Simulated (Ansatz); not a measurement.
Be2Te2⁺. Total charge 1; doublet. Geometry r2SCAN-D4/def2-TZVP; atoms count from 1.

```
atom   x (Å)   y (Å)   z (Å)
 Be1  -0.644  -0.734  -0.460
 Be2   0.644   0.734   0.460
 Te3  -0.279  -0.877   1.789
 Te4   0.279   0.877  -1.789
```

In the def2 sets Te takes a core potential; there is no spin–orbit coupling. The structure comes from a short search, and lower isomers may exist.

Problem. Estimate the Mulliken populations from the PBE0/def2-TZVP orbitals of Ansatz.

Solution. 
```
atom  charge (e)  spin (α − β)
 Be1        0.15         -0.12
 Be2        0.15         -0.12
 Te3        0.35          0.62
 Te4        0.35          0.62
```
Mulliken values depend strongly on the basis.

Problem. Where does the spin sit?

Solution. Summed by element: Be -0.23, Te 1.23, of 1 unpaired in all. Largest on single atoms: Te3 0.62, Te4 0.62, Be1 -0.12.

Problem. And the Mayer bond orders between heavy atoms (over 0.3)?

Solution. Be1–Be2 0.40 (2.16 Å); Be1–Te3 1.12 (2.28 Å); Be1–Te4 1.12 (2.28 Å); Be2–Te3 1.12 (2.28 Å); Be2–Te4 1.12 (2.28 Å).
